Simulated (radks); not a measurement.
Effect of the nuclear size on the vanadium ion V2+, [Ar] 3d3. Calculated with a radial shooting solver on a logarithmic mesh with Libxc functionals: Dirac Kohn-Sham, exchange-only LDA, spin-unpolarised, spherical densities, finite nucleus; open shells are shared between the two j in proportion to 2j + 1; Fermi nuclear charge, rms radius 3.6002 fm. The rms radius is varied about that value; shifts are against it.

| rms radius (fm) | total energy shift (eV) | density at nucleus (e/bohr^3) | 1s1/2 shift (meV) | 2s1/2 shift (meV) | 3s1/2 shift (meV) |
|---|---|---|---|---|---|
| 2.9522 | -0.0194 | 9884 | -8.24 | -0.705 | -0.100 |
| 3.3806 | -0.00700 | 9839 | -2.97 | -0.254 | -0.036 |
| 3.6002 | 0 | 9818 | 0.000 | 0.000 | 0.000 |
| 3.8774 | 0.00945 | 9794 | 4.01 | 0.343 | 0.048 |
| 4.3166 | 0.0258 | 9759 | 10.9 | 0.936 | 0.132 |

Slopes of the eigenvalues against <r^2> in GHz/fm^2, as finite differences over the two radii next to the reference (eigenvalue slopes, not the field-shift constants of lines): 1s1/2 468, 2s1/2 40.0, 3s1/2 5.65.
